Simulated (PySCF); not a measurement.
This script is equivalent to a calculation on Be (beryllium, neutral).

```python
from pyscf import gto, scf, dft, mp, cc
import basis_set_exchange as bse
mol = gto.M(atom="Be 0 0 0", charge=0, spin=0, symmetry="D2h",
            basis=gto.basis.parse(bse.get_basis("cc-pVTZ", elements=["Be"], fmt="nwchem", header=False)))
mf = scf.UHF(mol)
mf.irrep_nelec = {'Ag': (2, 2)}
mf.kernel()
```

Q: What total energy does it give?

A: -14.57287 hartree (calculated).

Q: Which occupied shell lies highest, and where?

A: 2s, at -8.415 eV.
